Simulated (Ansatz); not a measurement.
The cluster Nb₄⁻: single points at one geometry.

```yaml
crystal:
  periodic: [false, false, false]
  atoms:
    - {symbol: Nb, position_ang: [-1.398365, -0.627974, -0.016604]}
    - {symbol: Nb, position_ang: [0.548926, 0.062941, -1.429958]}
    - {symbol: Nb, position_ang: [-0.083155, 1.417291, 0.578263]}
    - {symbol: Nb, position_ang: [0.932594, -0.852268, 0.868299]}
basis:
  gaussian: {orbitals: def2-TZVPD, initial_orbitals: start.molden}
total_charge: -1
magnetization: {spin_polarized: true, initial_magnetization: 1}
hamiltonian: {xc: pbe, dispersion: d4}
scf: {omitted_lower_state_checks: [starts]}
output: {orbitals: {seedname: orbitals}}
```

The file start.molden holds the orbitals of an earlier run on this structure, at another level or in another basis.

```sh
$ ansatz run in.yaml --threads 4 --pin off --events-out ev --progress --plain --max-ram 3916MiB
```

Output, abridged:

```
Functional definition: PBE
1272 factors; their error is unknown
mean field evaluation 1: about -6202.2663 eV, gradient 4.4e0 eV
mean field evaluation 2: about -6202.5093 eV, gradient 6.2e-1 eV
mean field evaluation 4: about -6202.5564 eV, gradient 5.7e-2 eV
mean field evaluation 8: about -6202.5525 eV, gradient 2.3e-5 eV
mean field evaluation 16: about -6202.5525 eV, gradient 5.9e-6 eV
mean field -6202.55250261 eV, -227.9396002297 hartree, gradient 4.4e-6 eV, S^2 0.842860; 0 other end points of the search recorded, 0 dependent functions left out
reference -6202.55253512 eV, -227.9396014245 hartree; 27, 26 occupied and 133, 134 virtual orbitals, 1272 factors
Total energy: -6202.76792484 eV, -227.9475168509 hartree
Checks for a lower state left out: starts
```

Run time 15 s (4 threads of Arm Neoverse V2 on a shared host).

As the first input, with `hamiltonian: {xc: pbe0, dispersion: d4}` (abridged; 20 s):

```
Functional definition: PBE0
mean field -6196.48320213 eV, -227.7165575512 hartree, gradient 5.0e-6 eV, S^2 1.590313
Total energy: -6196.66619188 eV, -227.7232823003 hartree
Checks for a lower state left out: starts
```

First input, but with `hamiltonian: {xc: r2scan, dispersion: d4}` (abridged; 40 s):

```
Functional definition: r2SCAN
mean field evaluation 16: about -6201.6889 eV, gradient 3.9e-6 eV
mean field -6201.68886174 eV, -227.9078620132 hartree, gradient 3.8e-6 eV, S^2 1.585284
Total energy: -6201.72251511 eV, -227.9090987519 hartree
Checks for a lower state left out: starts
```

Geometry: B3LYP-D4/def2-SVP, that of the neutral singlet.

In the def2 sets Nb takes a core potential; there is no spin–orbit coupling. At PBE-D4/def2-TZVPD, PBE0-D4/def2-TZVPD, r2SCAN-D4/def2-TZVPD the charge -1 doublet is spin-contaminated (final ⟨S²⟩ up to 1.59, 0.75 for a pure state). At PBE-D4/def2-TZVPD, PBE0-D4/def2-TZVPD, r2SCAN-D4/def2-TZVPD the highest occupied level of the charge -1 doublet lies above zero (up to 0.83 eV). By energy differences its removal costs 0.76 eV (vertical, to the charge 0 singlet, at PBE-D4/def2-TZVPD); a positive level beside a positive removal energy at the same level points to self-interaction error. At PBE-D4/def2-TZVPD the gap within one spin of the charge -1 doublet nearly closes, so an electron or hole may be smeared out by delocalisation error. The structure comes from a short search, and lower isomers may exist.
